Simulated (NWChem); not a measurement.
A series in which one site is exchanged, each optimised at PBE0/def2-SVP with NWChem, gas phase unless a solvent is named. All stand in one matching conformer (torsions within 35°), which need not be the lowest. This build's default masses of Se (78.918 u) and Br (79.917 u) are each other's, which moves their modes by up to 0.6 %. For some, no frequency run checked for a minimum. def2 effective core potentials on I; no spin-orbit coupling.

A: [SH][Zn][Br] (ZnHSBr; site = Br)
B: [F][Zn][SH] (ZnHSF; site = F)
C: [I][Zn][SH] (ZnHSI; site = I)
D: [SH][Zn][Cl] (ZnHSCl; site = Cl)

```csv
quantity,A,B,C,D
"dipole (D), PBE0/def2-SVP",1.13,1.41,?,1.26
"orbital gap (eV), PBE0/def2-SVP",6.20,6.31,?,6.31
"vertical ionisation energy, ΔSCF, PBE/def2-SVP (eV)",9.32,9.83,?,9.52
"static polarisability, PBE/def2-SVPD (bohr³)",72.4,46.4,?,62.9
"lowest singlet excitation, PBE/def2-SVPD, TDA (eV)",4.30,4.39,?,4.38
```

Task: Fill in the missing entries.

Result: 
- dipole (D), PBE0/def2-SVP, C: 0.98
- orbital gap (eV), PBE0/def2-SVP, C: 5.98
- vertical ionisation energy, ΔSCF, PBE/def2-SVP (eV), C: 8.98
- static polarisability, PBE/def2-SVPD (bohr³), C: 88.5
- lowest singlet excitation, PBE/def2-SVPD, TDA (eV), C: 4.13
